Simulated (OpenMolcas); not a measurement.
Xe⁶⁺: from CASSCF to CASPT2

- Program: OpenMolcas 26.06
- Basis: ANO-R2 [7s6p4d2f1g]
- Scalar Hamiltonian: X2C, finite nucleus
- Active space: 2 electrons in 8 orbitals (5s 5p 6s 6p)
- State averaging: 2S+1 = 3 even, 3 roots; 2S+1 = 1 even, 7 roots; 2S+1 = 3 odd, 3 roots; 2S+1 = 1 odd, 3 roots
- Spin-orbit coupling: state interaction with AMFI integrals over the reference wave functions, term energies averaged over their components

Methods on the same reference wave functions:
A. CASSCF
B. SS-CASPT2, IPEA 0.25 Eh, imaginary shift 0.1 Eh (closed shells correlated: 4d)
C. MS-CASPT2, IPEA 0.25 Eh, imaginary shift 0.1 Eh (closed shells correlated: 4d)

Energies in cm-1 above 5s2 1S0, the measured ground level; measured values from Saloman, J. Phys. Chem. Ref. Data 33, 765 (2004).

| Level | A | B | C | Measured |
| --- | --- | --- | --- | --- |
| 5s2 1S0 | 0.0 | 0.0 | 0.0 | 0.0 |
| 5s 5p 3P* 0 | 92279 | 96130 | 96690 | 96141 |
| 5s 5p 3P* 1 | 96636 | 100090 | 100650 | 100451 |
| 5s 5p 3P* 2 | 108034 | 111890 | 112440 | 113676 |
| 5s 5p 1P* 1 | 153059 | 139860 | 140420 | 143259 |
| 5p2 3P0 | 224338 | 223680 | 224220 | 223673 |
| 5p2 3P1 | 233029 | 233210 | 233770 | 234685 |
| 5p2 1S0 | 282514 | 272440 | 273580 | 273208 |

Deviations, from unrounded energies. A percentage is the sum of absolute deviations over the sum of measured energies, with the sign that they share, or ± where signs differ.

| Against measurement | Levels | A | B | C |
| --- | --- | --- | --- | --- |
| mean absolute deviation (cm-1) | 7 | 5000 | 1100 | 950 |
| other configurations (%) | 7 | ±2.9 | ±0.7 | ±0.6 |

C lies closest to measurement on these levels and A furthest from it. The largest miss of C in the table is 5s 5p 1P* 1, by -2800 cm-1. The ranking rests on the paired levels alone, and a cruder setting can come out closer through cancelling errors.

Between B and C the level of the table that moves most is 5p2 1S0, by 1100 cm-1 (lowest in B, highest in C). Moves below CASPT2's spread within the term are not significant.

The lowest spin-free term lies below A's lowest term by 0.426 hartree in B, 0.429 hartree in C.

Over all roots computed the reference weight is 0.89 to 0.95 in B, 0.89 to 0.95 in C; the roots of lowest weight are the least certain, and an intruder state may touch them. Active for correlation alone: 6p 6s; no level in the range computed is led by a configuration that fills them, so any true level of that kind is missing. The ¹D term of p² mixes with s d, which this space lacks. Measured partners are found by configuration, term and J. A level has none where our copy of the source lacks it or the pairing is in doubt (some pairs that miss far off the trend of their configuration count as doubtful), and it then counts in no deviation. Only configurations of the active space appear. Levels that lie high or do not pair safely by name in every column are left out.

* marks odd parity.
